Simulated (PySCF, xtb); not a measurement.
Al(H)(Me)(NCO) (C2H4AlNO), SMILES [AlH]([N]=C=O)[CH3].

GFN2-xTB run with xtb at its own geometry gives an orbital gap of 4.64 eV and a dipole moment of 3.35 D.

The structure is a stationary point at B3LYP-D3(BJ)/def2-SVP. The geometry has at least one imaginary mode, so it is a saddle point at that level. The structure was generated by enumeration; whether it is a known compound was not checked. One conformer was computed; it need not be the lowest.

**Question.** What does PySCF with M06-2X/def2-TZVP give? (The exact figures need the calculation; the answer reports its results.)

**Answer.** gap 8.51 eV (levels -9.32 and -0.81 eV), dipole 2.80 D.
